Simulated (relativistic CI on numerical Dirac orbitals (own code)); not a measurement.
**Br12+: what numerical and physical settings do to a radial Dirac CI calculation**

Reference input:

```
atom Br  Z=35  charge=12  electrons=23
nucleus A=79  rms_radius_fm=4.1629
hamiltonian dirac-coulomb  breit=on  qed=on  c_scale=1
orbitals kli  potential=per-configuration
slater_scale 1
correlation none
mixing on
grid step=0.0125 r_max=7.9
scf mixing=0.4 start=green max_iterations=150 tolerance=2e-08 node_fill=0.05
configurations
  [Ar] 3d5
  [Ne] 3s2 3p5 3d6
end
```

Computed lowest total energy -2541.41331 Ha, first excitation 75774.2 cm⁻¹, 20 SCF steps. Runs with settings changed; * marks those that are bad on purpose:

```csv
Changed,Outcome,Lowest level,ΔE (Ha),First excitation (cm⁻¹),SCF steps,Message
Slater scale 0.6,converged,3p6.3d5 6S_5/2,0.234,43745.1,20,
iteration limit 30,converged,3p6.3d5 6S_5/2,0,75774.2,20,
"SCF mixing 0.9, end of the grid at 5.53 bohr, Breit term off",converged,3p6.3d5 6S_5/2,-1.28,75506.0,16,
configuration list: overfill *,refused,,,,0,configuration [Ne] 3s2 3d11: a shell holds more than 4l+2 electrons
SCF tolerance 0.05 *,converged,3p6.3d5 6S_5/2,-0.000444,75885.3,10,
```
